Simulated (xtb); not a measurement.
H9PSi3, charge -1, doublet, geometry from GFN2-xTB (a state made from the parent by changing its charge; the spin is typed, not shown lowest).

xtb was given this input:
```
$ xtb mol.xyz --gfn 2 --chrg -1 --uhf 1 --json

# file mol.xyz
13

Si    -0.68699077     1.65572877    -0.88460613
P      0.40901411    -0.22021910    -0.72392381
Si     1.53381925     0.08784400     1.52792075
Si    -1.18336805    -1.55666879    -0.07416283
H      0.01777200     2.53528288    -1.82662732
H     -0.86366762     2.43370020     0.35868496
H     -2.04760564     1.47403821    -1.41671503
H      2.65455238     0.88221085     0.99493559
H      1.98164421    -1.31630438     1.58815210
H      1.60629184     0.45213044     2.98614720
H     -0.84100581    -2.92805252    -0.47388882
H     -2.48019588    -1.24755869    -0.69724061
H     -1.45144314    -1.59881614     1.37728382
```

### Question
What partial charges in atom order does xtb 6.7.1 with GFN2-xTB give?

### Answer
Si1 0.46, P2 -0.87, Si3 0.34, Si4 0.46, H5 -0.14, H6 -0.14, H7 -0.15, H8 -0.17, H9 -0.17, H10 -0.20, H11 -0.14, H12 -0.15, H13 -0.14

### Question
Give the total energy at the level GFN2-xTB.

### Answer
-12.4533 Eh
